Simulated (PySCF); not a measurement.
PySCF input file for In(H)(OH)(OMe) (CH5InO2), SMILES C[O][InH][OH], PBE0-D3(BJ)/def2-SVP. Coordinates come from a PBE0-D3(BJ)/def2-SVP optimisation. The def2 effective core potentials stand for the cores of In; spin–orbit coupling is left out. Other conformers were not sampled.

```python
import numpy as np
from pyscf import gto, scf, dft, df
from pyscf.hessian import thermo

mol = gto.M(
    atom='''
    In   -0.28623157    0.49889630   -0.00000000
    H    -1.56344661    1.62401771    0.00000001
    O     1.69034811    0.79759602    0.00000000
    H     1.93408323    1.72947154   -0.00000001
    O    -0.59346565   -1.46498099   -0.00000000
    C     0.44502735   -2.39999183    0.00000000
    H     0.37690945   -3.05530616    0.88953822
    H     0.37690944   -3.05530616   -0.88953822
    H     1.45566785   -1.94976496   -0.00000001
    ''',
    basis='def2-SVP',
    ecp={'In': 'def2-svp'},
    charge=0,
    spin=0,
    max_memory=1600,
    verbose=3,
)
mf = dft.RKS(mol, xc='pbe0').density_fit(auxbasis='def2-universal-jkfit')
mf.disp = 'd3bj'
mf.grids.level = 3
mf.conv_tol = 1e-11
mf.max_cycle = 100
mf.kernel()

# [left out here: the lines that compute and print the analytic Hessian (its translational invariance restored by hand, since the grid's response is missing), thermochemistry and intensities]
```

Output:

```
converged SCF energy = -381.328168617387

WARN: DFTD3 does not support analytical Hessian, using finite difference


WARN: Mole.unit (angstrom) is changed to Bohr

Mode                                 0                   1                   2
Irrep
Freq [cm^-1]                       62.7300            100.9514            116.8381
Reduced mass [au]                   1.1489              4.1606              3.0888
Force const [Dyne/A]                0.0027              0.0250              0.0248
Char temp [K]                      90.2545            145.2466            168.1040
Normal mode                   x     y     z       x     y     z       x     y     z
       0  In                 0.00 -0.00  0.01   -0.02  0.01 -0.00   -0.00  0.00  0.02
       1   H                -0.00 -0.00  0.02    0.06  0.09 -0.00    0.00  0.00  0.15
       2   O                -0.00  0.00  0.01    0.01 -0.18  0.00    0.00 -0.00 -0.09
       3   H                -0.00  0.00 -0.02    0.12 -0.21 -0.00    0.00 -0.00  0.03
       4   O                -0.00  0.00 -0.09    0.01  0.01  0.00    0.00  0.00 -0.17
       5   C                -0.00 -0.00  0.03    0.10  0.10 -0.00    0.00  0.00  0.10
       6   H                 0.28  0.37  0.32    0.16  0.10  0.00   -0.24 -0.01  0.08
       7   H                -0.28 -0.37  0.32    0.16  0.10 -0.00    0.24  0.01  0.08
       8   H                -0.00 -0.00 -0.47    0.05  0.21 -0.00    0.00  0.00  0.36
Mode                                 3                   4                   5
Irrep
Freq [cm^-1]                      235.3374            283.9963            396.5128
Reduced mass [au]                   4.1861              1.0763              1.0880
Force const [Dyne/A]                0.1366              0.0511              0.1008
Char temp [K]                     338.5981            408.6075            570.4936
Normal mode                   x     y     z       x     y     z       x     y     z
       0  In                 0.02 -0.03  0.00    0.00 -0.00  0.01   -0.00 -0.00 -0.02
       1   H                 0.12  0.10  0.00    0.00  0.00 -0.06    0.00  0.00  0.96
       2   O                 0.01  0.07 -0.00    0.00  0.00  0.06    0.00 -0.00  0.04
       3   H                -0.08  0.09  0.00   -0.00  0.00 -0.96   -0.00 -0.00 -0.05
       4   O                -0.14  0.00 -0.00   -0.00 -0.00 -0.03    0.00  0.00  0.02
       5   C                -0.00  0.15  0.00    0.00  0.00 -0.00    0.00  0.00  0.01
       6   H                 0.10  0.14  0.00   -0.04 -0.02 -0.02    0.00  0.01  0.02
       7   H                 0.10  0.14 -0.00    0.04  0.02 -0.02   -0.00 -0.01  0.02
       8   H                -0.07  0.30  0.00   -0.00  0.00  0.05    0.00  0.00  0.01
Mode                                 6                   7                   8
Irrep
Freq [cm^-1]                      433.6813            549.2415            606.3350
Reduced mass [au]                   1.0895              7.7005             11.2090
Force const [Dyne/A]                0.1207              1.3687              2.4280
Char temp [K]                     623.9708            790.2362            872.3811
Normal mode                   x     y     z       x     y     z       x     y     z
       0  In                -0.01 -0.01 -0.00    0.00  0.03 -0.00   -0.03 -0.00  0.00
       1   H                 0.62  0.72 -0.00    0.03  0.07  0.00   -0.11 -0.09  0.00
       2   O                 0.02  0.02  0.00    0.01  0.01  0.00    0.23  0.03 -0.00
       3   H                -0.05  0.04 -0.00    0.00  0.01  0.00    0.09  0.07 -0.00
       4   O                 0.04  0.01  0.00   -0.10 -0.18 -0.00   -0.00  0.00  0.00
       5   C                 0.01 -0.03 -0.00    0.05 -0.08  0.00   -0.00  0.00 -0.00
       6   H                -0.03 -0.02  0.00    0.16 -0.09  0.00   -0.01  0.00  0.00
       7   H                -0.03 -0.02 -0.00    0.16 -0.09 -0.00   -0.01  0.00 -0.00
       8   H                 0.03 -0.07  0.00   -0.01  0.06 -0.00   -0.00  0.01  0.00
Mode                                 9                  10                  11
Irrep
Freq [cm^-1]                      777.8680           1152.9173           1176.4512
Reduced mass [au]                   1.0802              5.1777              1.2756
Force const [Dyne/A]                0.3851              4.0549              1.0402
Char temp [K]                    1119.1788           1658.7913           1692.6514
Normal mode                   x     y     z       x     y     z       x     y     z
       0  In                -0.00 -0.01 -0.00   -0.00  0.00 -0.00   -0.00 -0.00 -0.00
       1   H                 0.02  0.03  0.00    0.03  0.02  0.00   -0.00 -0.00  0.02
       2   O                -0.03  0.06  0.00    0.00  0.00 -0.00   -0.00  0.00  0.00
       3   H                 0.94 -0.21  0.00    0.01 -0.00  0.00   -0.00  0.00  0.00
       4   O                -0.01 -0.00  0.00    0.12 -0.11 -0.00   -0.00  0.00 -0.05
       5   C                 0.00 -0.00 -0.00   -0.16  0.09  0.00    0.00 -0.00  0.12
       6   H                 0.00  0.00  0.00    0.08  0.05  0.01    0.35 -0.44 -0.17
       7   H                 0.00  0.00 -0.00    0.08  0.05 -0.01   -0.35  0.44 -0.17
       8   H                -0.01  0.01 -0.00   -0.22  0.25 -0.00   -0.00  0.00 -0.28
Mode                                12                  13                  14
Irrep
Freq [cm^-1]                     1201.7079           1472.7686           1473.9548
Reduced mass [au]                   1.4906              1.0442              1.1157
Force const [Dyne/A]                1.2683              1.3345              1.4282
Char temp [K]                    1728.9902           2118.9861           2120.6928
Normal mode                   x     y     z       x     y     z       x     y     z
       0  In                 0.00  0.00 -0.00   -0.00 -0.00 -0.00    0.00  0.00 -0.00
       1   H                -0.00  0.01  0.00    0.00  0.00 -0.00   -0.01  0.00 -0.00
       2   O                 0.00  0.00 -0.00    0.00 -0.00  0.00   -0.00 -0.00  0.00
       3   H                 0.01 -0.00 -0.00    0.00 -0.00  0.00   -0.01  0.00  0.00
       4   O                -0.00 -0.09 -0.00   -0.00  0.00  0.01    0.01 -0.02  0.00
       5   C                 0.04  0.13  0.00   -0.00  0.00  0.06    0.04 -0.08  0.00
       6   H                -0.41  0.07 -0.08   -0.47 -0.05 -0.05   -0.27  0.45  0.34
       7   H                -0.41  0.07  0.08    0.47  0.05 -0.05   -0.27  0.45 -0.34
       8   H                 0.30 -0.44 -0.00    0.00 -0.00 -0.70   -0.13  0.28 -0.00
Mode                                15                  16                  17
Irrep
Freq [cm^-1]                     1477.0416           1867.8457           2988.0420
Reduced mass [au]                   1.0565              1.0163              1.0313
Force const [Dyne/A]                1.3581              2.0890              5.4250
Char temp [K]                    2125.1340           2687.4141           4299.1272
Normal mode                   x     y     z       x     y     z       x     y     z
       0  In                -0.00 -0.00 -0.00   -0.01  0.01 -0.00    0.00  0.00  0.00
       1   H                -0.00  0.01  0.00    0.75 -0.65 -0.00    0.00 -0.00  0.00
       2   O                 0.00 -0.00 -0.00    0.00  0.00  0.00   -0.00 -0.00 -0.00
       3   H                 0.01 -0.00 -0.00    0.00 -0.00 -0.00   -0.00 -0.00 -0.00
       4   O                -0.01  0.00 -0.00   -0.00 -0.00  0.00    0.00 -0.00  0.00
       5   C                -0.06  0.00 -0.00    0.00 -0.00  0.00    0.03 -0.03 -0.00
       6   H                 0.37  0.29  0.24   -0.00  0.01  0.01    0.05  0.33 -0.47
       7   H                 0.37  0.29 -0.24   -0.00  0.01 -0.01    0.05  0.33  0.47
       8   H                 0.23 -0.58  0.00    0.00 -0.00  0.00   -0.50 -0.24 -0.00
Mode                                18                  19                  20
Irrep
Freq [cm^-1]                     3064.5145           3074.5713           3903.7485
Reduced mass [au]                   1.1051              1.1066              1.0673
Force const [Dyne/A]                6.1146              6.1630              9.5829
Char temp [K]                    4409.1541           4423.6235           5616.6249
Normal mode                   x     y     z       x     y     z       x     y     z
       0  In                 0.00 -0.00  0.00    0.00 -0.00 -0.00    0.00 -0.00 -0.00
       1   H                -0.00 -0.00  0.00   -0.00 -0.00 -0.00    0.00 -0.00  0.00
       2   O                -0.00 -0.00 -0.00   -0.00  0.00  0.00   -0.02 -0.06  0.00
       3   H                -0.00  0.00  0.00   -0.00  0.00  0.00    0.26  0.93 -0.00
       4   O                -0.00 -0.00 -0.00   -0.00  0.00  0.00    0.00  0.00  0.00
       5   C                 0.00  0.00  0.09    0.06  0.06 -0.00    0.00 -0.00 -0.00
       6   H                 0.06  0.40 -0.54   -0.02 -0.21  0.31   -0.00  0.00 -0.00
       7   H                -0.06 -0.40 -0.54   -0.02 -0.21 -0.31   -0.00  0.00  0.00
       8   H                -0.00 -0.00  0.02   -0.71 -0.33 -0.00   -0.00  0.00  0.00
temperature 298.1500 [K]
pressure 101325.00 [Pa]
Rotational constants [GHz] 6.92371 2.95162 2.09681
Symmetry number 1
Zero-point energy (ZPE) 0.06018 [Eh]   158009.079 [J/mol]
                           tot       elec      trans        rot        vib
Entropy [J/mol/K]       356.168      0.000    172.340    110.540     73.288
Cv [J/mol/K]             91.871      0.000     12.472     12.472     66.927
Cp [J/mol/K]            100.185      0.000     20.786     12.472     66.927
Internal energy [J/mol]                      3718.434   3718.434 169265.369
Internal energy [Eh]   -381.26087  -381.32817
Enthalpy [J/mol]                             6197.391   3718.434 169265.369
Enthalpy [Eh]          -381.25992
Gibbs free energy [J/mol]                  -45185.678 -29239.202 147414.605
Gibbs free energy [Eh] -381.30037
mode   freq/cm-1   IR/(km/mol)
   1       62.73         0.838
   2      100.95         6.708
   3      116.84        23.726
   4      235.34        12.371
   5      284.00        77.085
   6      396.51        59.931
   7      433.68       131.825
   8      549.24        39.044
   9      606.33        45.039
  10      777.87        82.732
  11     1152.92       205.767
  12     1176.45         0.023
  13     1201.71        13.637
  14     1472.77         0.619
  15     1473.95        26.826
  16     1477.04        10.941
  17     1867.85       106.882
  18     2988.04       121.379
  19     3064.51        52.389
  20     3074.57        32.441
  21     3903.75        52.148
max |gradient| / (hartree/bohr): 9.099153511799862e-05
APT charges: [ 1.3656 -0.2718 -0.7611  0.2397 -0.9211  0.5544 -0.0855 -0.0855 -0.0345]
```

Self-consistency was reached.

Cost: about 2.3 core-minutes (a rough figure).
